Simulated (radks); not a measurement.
Spin polarisation of the 3d1 shell in neutral scandium. Start: [Ar] 3d(up 0.5, down 0.5) 4s2; electrons of 3d are moved from spin down to spin up, other shells keep equal spins. Calculated with a radial shooting solver on a logarithmic mesh with Libxc functionals: scalar-relativistic Kohn-Sham, PBEsol, spin-polarised, spherical densities, point nucleus.

moment (Bohr magnetons)  E - E(0) (eV)  e(3d up) (eV)  e(3d down) (eV)  4s down minus up (eV)
0                                0.000         -3.246           -3.246                  0.000
0.25                            -0.011         -3.330           -3.156                  0.073
0.5                             -0.043         -3.406           -3.059                  0.145
0.75                            -0.098         -3.475           -2.955                  0.219
1                               -0.173         -3.536           -2.844                  0.292

At moment 1 the spin-polarisation energy is -0.173 eV and the 3d exchange splitting 0.692 eV, that is 0.692 eV per Bohr magneton; E = -I m^2/4 would give I = 0.693 eV.
